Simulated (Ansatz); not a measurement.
Isolated molecules relaxed with PBE0-D4/def2-TZVP in Ansatz; ΔE leaves out vibrations. CCSD(T)/CBS is the MP2 limit (def2-TZVPP, def2-QZVPP) plus CCSD(T) − MP2 in def2-TZVPP, frozen cores. This one scheme is used for every species. For Zn outer-core shells are correlated without core-valence functions, which leaves a few kJ/mol of doubt a bond. Scalar relativity is left out up to krypton. Each species was taken in one conformer, which may not be the lowest.

Consider the formal exchange of groups at a Zn–O bond: `[OH][Zn][CH2]Cl` + CH₄ → `[CH3][Zn][CH2]Cl` + H₂O.

| level | ΔE (kJ/mol) |
| --- | --- |
| MP2/def2-QZVPP | 64.0 |
| MP2/CBS(def2) | 63.3 |

(1) What does CCSD(T)/CBS give? (Best estimate.)

Largest T1 diagnostic among the species: 0.015.

Results:

(1) Computed: +63.2 kJ/mol. The listed levels differ from it by 0.8, 0.1 kJ/mol.

In def2-TZVPP, CCSD(T) changes the Hartree–Fock value by −11.7 kJ/mol (the triples alone add −1.2 kJ/mol) and MP2 by −11.6 kJ/mol.
